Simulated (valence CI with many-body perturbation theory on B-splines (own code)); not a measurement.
# Re XXXVI: key properties

Computed by relativistic CI+MBPT: four valence electrons over a frozen Dirac-Fock core [Kr], a basis of 7 s, 7 p, 8 d, 6 f, 4 g, 1 h functions for each j, with the one-electron correlation potential Σ1 (screened to all orders), the two-electron term Σ2, the three-electron term Σ3, Breit, model QED; selected single and double excitations, second order for the rest, scaled by the run's own slope (own B-spline code, finite nucleus).

The last digits are not significant, and no measured levels were compared; by estimate large intervals hold to a few tenths of a per cent, small ones and those within an open d or f shell to about a per cent. Only levels of the ground parity were solved; by the run's estimate the other parity begins above the list, which can be wrong where configurations are misplaced.

Levels are named by their leading jj configuration (3d3/2^4 stands for four electrons in 3d with j = 3/2), which in mixed levels can hold well under half, so a name can repeat and another be missing.

Rates and lifetimes use the calculated energies. Strong lines usually hold to 10 to 20 %, long lifetimes can be off by a factor of two.

Question: What is the ground level?

Answer: (4d3/2^4) J=0, composition 58 % 4d4 3P + 29 % 4d4 5D + 12 % 4d4 1S.

Question: What is the ionisation energy?

Answer: 1530.8 eV; NIST lists 1530 ± 5 eV (theoretical).

Question: How well does LS coupling describe the low levels?

Answer: Among the lowest 20 levels the leading LS term, summed over configurations, holds 47 % on average. For single configurations the figures are 47 % in LS and 95 % in jj coupling. Terms mix most in the J = 3 level at 181750 cm⁻¹, where the leading one holds 29 %.

Question: Name the longest-lived excited levels whose lifetime is computed, and their main decay.

Answer: (4d3/2^2 4d5/2^2) J=6 at 324820 cm⁻¹ lives 61.4 ms, mostly by M1 to (4d3/2^2 4d5/2^2) J=5. The lifetime of (4d3/2^3 4d5/2) J=4 is too uncertain to give, and may be longer.
